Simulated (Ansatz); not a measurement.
Ansatz results at the PBE0-D4/def2-TZVP geometry: size of the dipole moment (ωB97M-V/def2-TZVPP) 2.44 D; LUMO energy (ωB97M-V/def2-TZVPP) 1.65 eV; size of the dipole moment (B3LYP/def2-TZVPP) 2.48 D.

Each molecule was computed in one conformer, which needn't be the lowest.

Q: Which molecule gave them?
A. `ClCCCCCl`
B. `C=CCCCCCC`
C. `CN(C)C(=S)N(C)C`
D. `Cc1ccc(N)cc1Cl`

A: D. The others give `ClCCCCCl`: 0.00, 2.55, 0.00; `CN(C)C(=S)N(C)C`: 4.60, 1.87, 4.57; `C=CCCCCCC`: 0.44, 2.39, 0.46.

B3LYP here is the variant with VWN-RPA as its local correlation; programs differ in this.
